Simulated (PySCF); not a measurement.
**How the method changes the constants of PdCl**

State: ²Σ⁺ (doublet), unpaired electrons σ ↑. Set-up: basis Pd x2c-TZVPPall, Cl x2c-TZVPPall; spin-free X2C with a Gaussian nucleus; PySCF 2.14. De refers to Pd (4d10) + Cl in their high-spin ground configurations, without counterpoise correction. The functionals are run spin-unrestricted. A positive dipole means Pd(−)Cl(+).

```json
{"Level": "UHF", "Re (Å)": "2.347", "ωe (cm⁻¹)": "327", "De (eV)": "n/a", "μ (D)": "-7.05"}
{"Level": "UHF-MP2", "Re (Å)": "2.202", "ωe (cm⁻¹)": "376", "De (eV)": "n/a", "μ (D)": "n/a"}
{"Level": "UHF-SCS-MP2", "Re (Å)": "2.233", "ωe (cm⁻¹)": "363", "De (eV)": "n/a", "μ (D)": "n/a"}
{"Level": "LDA", "Re (Å)": "2.170", "ωe (cm⁻¹)": "392", "De (eV)": "3.63", "μ (D)": "-3.61"}
{"Level": "PBE", "Re (Å)": "2.227", "ωe (cm⁻¹)": "356", "De (eV)": "3.05", "μ (D)": "-3.94"}
{"Level": "PBEsol", "Re (Å)": "2.195", "ωe (cm⁻¹)": "375", "De (eV)": "3.32", "μ (D)": "-3.81"}
{"Level": "PW91", "Re (Å)": "2.226", "ωe (cm⁻¹)": "357", "De (eV)": "3.06", "μ (D)": "-3.92"}
{"Level": "r²SCAN", "Re (Å)": "2.225", "ωe (cm⁻¹)": "363", "De (eV)": "3.22", "μ (D)": "-4.45"}
{"Level": "PBE0", "Re (Å)": "2.231", "ωe (cm⁻¹)": "364", "De (eV)": "2.93", "μ (D)": "-4.75"}
{"Level": "BHandHLYP", "Re (Å)": "2.268", "ωe (cm⁻¹)": "355", "De (eV)": "2.73", "μ (D)": "-5.52"}
{"Level": "CAM-B3LYP", "Re (Å)": "2.242", "ωe (cm⁻¹)": "365", "De (eV)": "2.80", "μ (D)": "-4.90"}
```

Question: What does a quarter of exact exchange do here, going from PBE to PBE0?

Answer: PBE0 less PBE: +0.4 pm in Re, +2.2 % in ωe, -0.12 eV in De. Exact exchange removes part of the self-interaction that spreads semilocal densities, and in most molecules shortens and stiffens the bond and lowers De; here Re goes the other way.

Question: What does the step from GGA to meta-GGA do here, going from PBE to r²SCAN?

Answer: r²SCAN less PBE: -0.2 pm in Re, +2.0 % in ωe, +0.17 eV in De. 

Question: What does second-order correlation do here, going from UHF to UHF-MP2?

Answer: UHF-MP2 less UHF: -14.5 pm in Re, +15.0 % in ωe. Correlation nearly always deepens the well. The bond shortens, as in weak, metallic or heavy-atom bonds, where dispersion and the correlation of outer-core electrons pull the atoms together.

Correlated steps freeze 19 core orbitals. The metal atom is held in its measured ground configuration; semilocal functionals can put another filling of s and d lower by some tenths of an eV, and De to that atom would be smaller. These are scalar-relativistic numbers at best; spin–orbit coupling would shift them, the dissociation energy most. With d or f electrons several states lie close, and the lowest PBE0 determinant need not be the measured ground state.

The whole job (state search and all levels along the bond) took about 9.3 min on 2 threads of Arm Neoverse V2 (shared host), peak memory 6.8 GiB.
